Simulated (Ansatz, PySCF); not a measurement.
Species: C3H6N, net charge -1, singlet state. It need not be the lowest isomer of its formula. Whether it binds its extra electron was not tested at this geometry. 
Structure (B3LYP-D3(BJ)/def2-TZVP (Ansatz, a program for electronic structure) minimum search):
```xyz
10

C     -0.8288    -0.8532     0.0933
C     -0.9292     0.6246    -0.2354
C      0.3400     0.1382     0.4095
N      1.5163     0.1949    -0.3355
H     -0.6457    -1.5298    -0.7341
H     -1.4679    -1.2405     0.8878
H     -1.6358     1.2245     0.3336
H     -0.8264     0.9080    -1.2773
H      0.3313     0.3517     1.5054
H      2.1385    -0.5358     0.0287
```
Charge -1, spin multiplicity 1.

Total electronic energies in hartree. Cores are frozen in the correlated levels unless marked. No spin-orbit coupling. Non-relativistic. Basis-set limits of correlation are two-point, X^-3; Hartree-Fock from the larger set. The bracket is a focal-point correction in the basis named.

| level | program | energy (Eh) |
|---|---|---|
| HF/6-31G | Ansatz | -171.32246 |
| revPBE-D4/def2-TZVPD | Ansatz + dftd4 | -172.64871 |
| B97M-V/def2-TZVPD | Ansatz | -172.66245 |
| PBE0-D3(BJ)/def2-TZVPD | Ansatz + dftd3 | -172.46397 |
| PBE0/def2-TZVP | Ansatz | -172.45098 |
| TPSSh-D4/def2-TZVPD | PySCF + dftd4 | -172.68855 |
| r2SCAN0/def2-TZVPD | Ansatz | -172.54100 |
| HSE06-D4/def2-TZVPD | Ansatz + dftd4 | -172.45410 |
| wB97M-V/def2-TZVPD | Ansatz | -172.58269 |
| B2GP-PLYP-D3(BJ)/def2-TZVPD | Ansatz + dftd3 | -172.47402 |
| B2PLYP-D4/def2-TZVPD | Ansatz + dftd4 | -172.51215 |
| RPA@PBE/cc-pVQZ | Ansatz | -172.73991 |
| MP2/cc-pVDZ | Ansatz | -172.01827 |
| CCSD/cc-pVTZ | Ansatz | -172.24524 |
| RI-MP2/CBS(aug-cc-pVTZ,aug-cc-pVQZ)+[CCSD(T)-MP2]/aug-cc-pVTZ | Ansatz | -172.3896 |

Totals of different functionals don't rank their quality; only differences between species are comparable.
